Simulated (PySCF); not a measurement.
## Two-photon absorption: SMILES FC(F)C1=CN=CCC1, C₆H₇F₂N

Cartesian coordinates in Å; atom numbers follow the order of the lines, from 1:
```xyz
16

F     2.8544    1.1856   -0.2374
C     2.1752    0.0682    0.1058
F     2.4318   -0.1391    1.4294
C     0.7018    0.1941   -0.1352
C     0.1297    1.2908   -0.6419
N    -1.2063    1.3186   -1.0055
C    -1.9892    0.4622   -0.5019
C    -1.5617   -0.5518    0.5218
C    -0.1410   -1.0124    0.1869
H     2.6241   -0.7809   -0.4407
H     0.6803    2.1894   -0.8751
H    -3.0224    0.4862   -0.8235
H    -1.5701   -0.0658    1.5036
H    -2.2524   -1.3930    0.5530
H     0.2910   -1.5568    1.0277
H    -0.1527   -1.6864   -0.6785
```

The calculation used TDDFT LC-wPBE/3-21G excited states, vertical, gas phase (PySCF). Geometry: GFN2-xTB.

(1) How strongly do the lowest singlets absorb one photon, and two photons of half the energy?

Results:

(1) δ for parallel linear polarisation; σ at the peak of a Lorentzian of half width 0.1 eV, single beam; Ω is circular over linear.
| state | E (eV) | f | photon λ (nm) | δ (au) | σ (GM) | Ω | main |
| --- | --- | --- | --- | --- | --- | --- | --- |
| S1 | 4.18 | 0.017 | 593 | 8.14 | 0.05 | 0.89 | HOMO→LUMO 0.65, HOMO−1→LUMO 0.30 |
| S2 | 5.65 | 0.163 | 439 | 16.3 | 0.19 | 0.56 | HOMO−1→LUMO 0.67, HOMO→LUMO 0.31 |

Among these, the strongest one-photon state is S2, the strongest two-photon state S2, with a dipole change of 0.8 D (relaxed, norm of the difference vector).
